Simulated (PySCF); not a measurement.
In(Me)2(Et) (C4H11In), SMILES [CH3][In]([CH3])[CH2]C. Atoms are numbered in the order given.

```xyz
16

In    -0.0461     0.2588     0.1707
C      1.1513     1.4307    -1.2191
H      2.0132     1.8736    -0.6954
H      0.5542     2.2603    -1.6293
H      1.5237     0.8188    -2.0532
C     -0.9352     1.2424     1.8953
H     -1.4415     0.5297     2.5617
H     -1.6709     1.9903     1.5588
H     -0.1619     1.7767     2.4690
C     -0.3382    -1.8776    -0.1893
C      0.3370    -2.4232    -1.4407
H     -1.4281    -2.0521    -0.2182
H      0.0141    -2.4058     0.7140
H      1.4295    -2.2801    -1.4160
H     -0.0232    -1.9240    -2.3550
H      0.1593    -3.5047    -1.5759
```

Geometry optimised at PBE0-D3(BJ)/def2-SVP. The isomer is the one that the SMILES or the coordinates give; other isomers of the formula were not compared. The def2 effective core potentials stand for the cores of In; spin–orbit coupling is left out. Other conformers were not sampled.

These are ωB97X/def2-TZVP run with PySCF values and carry that method's errors.

ESP charges are fitted to the potential on shells at 1.4 to 2.0 van der Waals radii. Atomic charges (e):

```json
[
 {"atom": "In1", "ESP fit": "0.89", "Mulliken": "0.78", "Löwdin": "0.57"},
 {"atom": "C2", "ESP fit": "-0.73", "Mulliken": "-0.66", "Löwdin": "-0.54"},
 {"atom": "H3", "ESP fit": "0.15", "Mulliken": "0.12", "Löwdin": "0.12"},
 {"atom": "H4", "ESP fit": "0.15", "Mulliken": "0.12", "Löwdin": "0.12"},
 {"atom": "H5", "ESP fit": "0.13", "Mulliken": "0.13", "Löwdin": "0.12"},
 {"atom": "C6", "ESP fit": "-0.97", "Mulliken": "-0.64", "Löwdin": "-0.54"},
 {"atom": "H7", "ESP fit": "0.19", "Mulliken": "0.13", "Löwdin": "0.12"},
 {"atom": "H8", "ESP fit": "0.21", "Mulliken": "0.12", "Löwdin": "0.12"},
 {"atom": "H9", "ESP fit": "0.21", "Mulliken": "0.12", "Löwdin": "0.12"},
 {"atom": "C10", "ESP fit": "-0.25", "Mulliken": "-0.46", "Löwdin": "-0.47"},
 {"atom": "C11", "ESP fit": "-0.12", "Mulliken": "-0.35", "Löwdin": "-0.35"},
 {"atom": "H12", "ESP fit": "0.02", "Mulliken": "0.11", "Löwdin": "0.13"},
 {"atom": "H13", "ESP fit": "0.03", "Mulliken": "0.11", "Löwdin": "0.13"},
 {"atom": "H14", "ESP fit": "0.02", "Mulliken": "0.11", "Löwdin": "0.12"},
 {"atom": "H15", "ESP fit": "0.02", "Mulliken": "0.11", "Löwdin": "0.12"},
 {"atom": "H16", "ESP fit": "0.04", "Mulliken": "0.12", "Löwdin": "0.11"}
]
```
